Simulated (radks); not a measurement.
Spin polarisation of the 5p1 shell in the tin ion Sn+. Start: [Kr] 4d10 5s2 5p(up 0.5, down 0.5); electrons of 5p are moved from spin down to spin up, other shells keep equal spins. Method: scalar-relativistic Kohn-Sham, LDA (Slater exchange, Perdew-Wang correlation), spin-polarised, spherical densities, finite nucleus; Fermi nuclear charge, rms radius of each element as measured or else 0.836 A^(1/3) + 0.57 fm; computed with a radial shooting solver on a logarithmic mesh with Libxc functionals.

moment (Bohr magnetons),E - E(0) (eV),e(5p up) (eV),e(5p down) (eV),5s down minus up (eV),4d down minus up (eV)
0,0.000,-10.519,-10.519,0.000,0.000
0.25,-0.010,-10.598,-10.435,0.154,0.028
0.5,-0.041,-10.673,-10.344,0.308,0.056
0.75,-0.093,-10.742,-10.246,0.464,0.085
1,-0.165,-10.807,-10.140,0.622,0.113

At moment 1 the spin-polarisation energy is -0.165 eV and the 5p exchange splitting 0.667 eV, that is 0.667 eV per Bohr magneton; E = -I m^2/4 would give I = 0.661 eV.
